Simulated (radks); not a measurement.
Spin polarisation of the 3d9 shell in Cu2+. Start: [Ar] 3d(up 4.5, down 4.5); electrons of 3d are moved from spin down to spin up, other shells keep equal spins. All-electron calculation, non-relativistic Kohn-Sham, r2SCAN, spin-polarised, spherical densities, point nucleus; meta-GGA in the generalised Kohn-Sham scheme. Program: a radial shooting solver on a logarithmic mesh with Libxc functionals.

moment (Bohr magnetons)	E - E(0) (eV)	e(3d up) (eV)	e(3d down) (eV)	3p down minus up (eV)	3s down minus up (eV)	2p down minus up (eV)
0	0.000	-29.961	-29.961	0.000	0.000	0.000
0.25	-0.022	-30.133	-29.785	0.372	0.373	0.150
0.5	-0.087	-30.301	-29.605	0.744	0.746	0.301
0.75	-0.196	-30.465	-29.420	1.117	1.119	0.451
1	-0.348	-30.625	-29.231	1.489	1.493	0.602

At moment 1 the spin-polarisation energy is -0.348 eV and the 3d exchange splitting 1.394 eV, that is 1.394 eV per Bohr magneton; E = -I m^2/4 would give I = 1.393 eV.
